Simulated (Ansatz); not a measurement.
Al7P8H22⁺, a nanocrystal cut from wurtzite AlP (hydrogen-capped), 37 atoms. Hardware: 2 threads of AMD EPYC 7R13 on a shared host and a share (18 GiB) of an NVIDIA H100 80GB HBM3.

Single mean-field runs in def2-TZVP are fitted with def2-universal-jkfit.

**Question.** How many basis functions does each of these Ansatz runs have, and roughly what does it cost? PBE with 5 % exact exchange/def2-SVP, charge 1 singlet, energy, from earlier orbitals; PBE-D4/def2-SVP, charge 1 singlet, relaxation, 11 steps; PBE-D4/def2-TZVP, charge 1 triplet at the geometry of the charge 1 singlet, energy, from earlier orbitals; PBE with 50 % exact exchange/def2-SVP, charge 1 singlet, energy, from earlier orbitals; PBE-D4/def2-SVP, charge 1 singlet, energy, from earlier orbitals; PBE0-D4/def2-TZVP, charge 0 doublet at the geometry of the charge 1 singlet, energy; PBE-D4/def2-TZVP, charge 0 doublet at the geometry of the charge 1 singlet, energy, from earlier orbitals; PBE with 10 % exact exchange/def2-SVP, charge 1 singlet, energy, from earlier orbitals; PBE-D4/def2-TZVP, charge 1 singlet, energy, from earlier orbitals; PBE with 35 % exact exchange/def2-SVP, charge 1 singlet, energy, from earlier orbitals; r2SCAN-D4/def2-TZVP, charge 1 singlet, energy and forces, from earlier orbitals; r2SCANh-D4/def2-TZVP, charge 1 singlet, energy, from earlier orbitals.

**Answer.** Other jobs shared the machine, so times can vary by a factor of up to 3. A dash marks memory too small to be measured apart from the calling script's.

```
                                                                                                      run  functions  fitting or Cholesky vectors  wall time  peak host memory (GiB)
                                         PBE-D4/def2-SVP, charge 1 singlet, energy, from earlier orbitals        380                         4283      3.5 s                       –
                   PBE with 10 % exact exchange/def2-SVP, charge 1 singlet, energy, from earlier orbitals        380                         3534        4 s                       –
                    PBE with 5 % exact exchange/def2-SVP, charge 1 singlet, energy, from earlier orbitals        380                         3534        4 s                       –
                   PBE with 50 % exact exchange/def2-SVP, charge 1 singlet, energy, from earlier orbitals        380                         3534      4.2 s                       –
                                        PBE-D4/def2-TZVP, charge 1 singlet, energy, from earlier orbitals        687                         2316      4.8 s                       –
                                    r2SCANh-D4/def2-TZVP, charge 1 singlet, energy, from earlier orbitals        687                         2316        6 s                       –
                   PBE with 35 % exact exchange/def2-SVP, charge 1 singlet, energy, from earlier orbitals        380                         3534        6 s                       –
                          r2SCAN-D4/def2-TZVP, charge 1 singlet, energy and forces, from earlier orbitals        687                         2316      7.5 s                       –
PBE-D4/def2-TZVP, charge 0 doublet at the geometry of the charge 1 singlet, energy, from earlier orbitals        687                         2316      9.5 s                     1.4
PBE-D4/def2-TZVP, charge 1 triplet at the geometry of the charge 1 singlet, energy, from earlier orbitals        687                         2316       14 s                     1.4
                      PBE0-D4/def2-TZVP, charge 0 doublet at the geometry of the charge 1 singlet, energy        687                         2316       18 s                     1.4
                                                  PBE-D4/def2-SVP, charge 1 singlet, relaxation, 11 steps        380                         4283       43 s                       –
```
